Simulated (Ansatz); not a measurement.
Pulling on the Se4–H5 bond in AlH3Se (SMILES [AlH2][SeH]) (multiplicity 1 held, fragments rigid). Energies count from the point at 1.472 Å.
Geometry at that point (charge 0, multiplicity 1):
```xyz
5

Al     0.3641     0.0275    -1.5573
H     -0.6985    -0.5698    -2.5521
H      1.7454     0.6424    -1.9937
Se    -0.2012    -0.0305     0.6966
H      1.0606     0.6067     1.1072
```

Signs of static correlation in def2-TZVPP, with CASSCF(4,3), from Ansatz (a first-principles code) runs.

| R (Å) | T1 of restricted CCSD | ⟨S²⟩ of UHF | largest double amplitude of restricted CCSD | weight of the CASSCF reference in MRCISD | CASSCF natural occupations |
|---|---|---|---|---|---|
| 1.178 | 0.011 | 0.000 | 0.033 | 0.898 | 2.00 1.99 0.01 |
| 1.325 | 0.011 | 0.000 | 0.030 | 0.897 | 2.00 1.98 0.02 |
| 1.472 | 0.012 | 0.000 | 0.029 | 0.897 | 2.00 1.97 0.03 |
| 1.619 | 0.012 | 0.000 | 0.050 | 0.896 | 2.00 1.96 0.04 |
| 1.766 | 0.013 | 0.000 | 0.072 | 0.896 | 2.00 1.94 0.06 |
| 1.987 | 0.015 | (withheld) | 0.082 | 0.896 | 2.00 1.89 0.11 |
| 2.208 | 0.018 | 0.617 | (withheld) | 0.896 | 2.00 1.81 0.19 |
| 2.576 | 0.025 | 0.875 | 0.340 | 0.896 | 2.00 1.64 0.36 |
| 2.944 | 0.033 | 0.964 | 0.486 | 0.897 | 2.00 1.44 0.57 |
| 3.386 | 0.042 | 0.998 | 0.636 | 0.897 | 2.00 1.25 0.75 |
| 3.974 | 0.047 | 1.009 | 0.768 | 0.897 | 2.00 1.11 0.89 |
| 4.710 | 0.048 | 1.011 | 0.845 | 0.897 | 2.00 1.04 0.96 |

Problem. Complete the blanks.

Solution. 
- 1.987, ⟨S²⟩ of UHF: 0.244
- 2.208, largest double amplitude of restricted CCSD: 0.165

Doubts at one or more of the structures used: active orbitals that take no part (SC-NEVPT2 on CASSCF(4,3)/def2-TZVPP); a restricted determinant that unrestricted orbitals would lower (R-CCSD(T)/def2-TZVPP); other coupled-cluster roots lie near (R-CCSD(T)/def2-TZVPP); a spin-contaminated determinant (U-CCSD(T)/def2-TZVPP); T1 above 0.05 (U-CCSD(T)/def2-TZVPP).
